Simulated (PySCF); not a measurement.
## C₆ coefficients of unlike pairs at wB97X-V

Calculated with PySCF 2.14 from the dipole response of each species, C₆(A,B) = (3/π) ∫ α_A(iu) α_B(iu) du, in atomic units, from isotropic polarisabilities. For ions this is the dispersion term alone; charge-induced terms of lower order in 1/R come first.

| species | configuration | basis | relativity | α (bohr³) | C₆ (like pair) |
| --- | --- | --- | --- | --- | --- |
| P(2+) | [Ne] 3s2 3p1 (2P) | aug-cc-pV(Q+d)Z with one added diffuse shell each of s, p, d, f, g type (8s7p6d4f3g) | none | 9.349 | 33.93 |
| Al+ | [Ne] 3s2 (1S) | def2-QZVPPD (10s6p5d2f1g) | none | 25.32 | 131.2 |
| Zn+ | [Ar] 3d10 4s1 (2S) | aug-cc-pwCVTZ-PP with ECP10MDF (8s8p7d4f3g) | core potential | 18.78 | 77.65 |

Question: Estimate C₆ for Al+ with P(2+).

Answer: The integral gives 63.60. The combination rule 2 C_A C_B / (C_A α_B/α_A + C_B α_A/α_B) gives 63.45 and the geometric mean 66.72.

No spin-orbit coupling is included.

The other pairs:

```csv
pair,C₆
"Zn+, P(2+)",50.01
"Zn+, Al+",99.81
```
